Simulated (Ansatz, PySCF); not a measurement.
C2H9AlO2Si (SMILES C[SiH2][CH2][Al]([OH])[OH]), singlet, geometry from GFN2-xTB (such geometries of metal compounds can be far from the true shape), with bond 9-2 at 1.8 times its length. Base run: CASSCF(4,6)/STO-3G (PySCF).

Here is a job for PySCF.
```python
from pyscf import gto, scf, mcscf
import numpy

mol = gto.M(
    atom='''
Si   -1.53195267    0.36272141   -1.13800164
C    -1.97052746    0.48024726    0.70515438
C     0.06464502   -0.65228317   -1.28691584
Al    1.13000834   -0.25745010    0.35583303
O     1.25765762   -1.43198959    1.50369861
O     1.79638556    1.24255123    0.48579329
H    -2.64661686   -0.28020259   -1.85665817
H    -1.35888063    1.71758067   -1.68439538
H    -3.19663614    1.94418364    1.11516113
H    -2.41913145   -0.43922609    1.06899088
H    -1.04839540    0.64173118    1.27266574
H    -0.16933499   -1.71494378   -1.34000778
H     0.57733814   -0.38985020   -2.21057783
H     1.30545675   -2.11927685    2.14979860
H     2.17144135    2.10711640    0.54807514
''',
    basis='sto-3g',
    verbose=4,
)

mf = scf.RHF(mol)
mf.kernel()
mc = mcscf.CASSCF(mf, 6, 4)
mc.fix_spin_(ss=0.0)
mc.kernel()
occ = numpy.linalg.eigvalsh(mc.fcisolver.make_rdm1(mc.ci, mc.ncas, mc.nelecas))[::-1]
ss = mc.fcisolver.spin_square(mc.ci, mc.ncas, mc.nelecas)[0]
print('natural occupations', occ.round(4), ' <S^2>', round(ss, 4))
```

Programs used: Ansatz (a quantum-chemistry and plane-wave program), PySCF; a row that names a program was run with it.

Variants of this job, named by their change:

```
change                                                ΔE vs base (mEh)                 natural occupations  <S^2> of the state
----------------------------------------------------  ----------------  ----------------------------------  ------------------
base                                                             0.000       1.98 1.73 0.27 0.02 0.00 0.00                0.00
conv_tol = 1e-5                                                  0.008       1.98 1.73 0.27 0.02 0.00 0.00                0.00
active space = 6 electrons, 7 orbitals                         -16.665  1.98 1.98 1.73 0.27 0.02 0.02 0.00                0.00
active space = 8 electrons, 6 orbitals                           0.703       2.00 2.00 1.98 1.73 0.28 0.02                0.00
state_average = 2 states                                        19.891                                   -                   -
fix_spin_ = off                                                  0.000       1.98 1.73 0.27 0.02 0.00 0.00                0.00
start = MP2 natural orbitals                                    -3.269       1.98 1.73 0.27 0.02 0.00 0.00                0.00
code = ansatz; correction = SC-NEVPT2, all electrons            -216.6                                   -                   -
active space = 2 electrons, 2 orbitals                          14.398                           1.73 0.27                0.00
orbitals = fixed (CASCI)                                        37.759       2.00 1.80 0.20 0.00 0.00 0.00                0.00
solver = newton                                                  0.000       1.98 1.73 0.27 0.02 0.00 0.00                0.00
```

Active orbitals are taken around the Fermi level unless the row says otherwise; CASSCF can end in different local minima, and two programs can end on different orbitals. State-averaged rows give the lowest state.
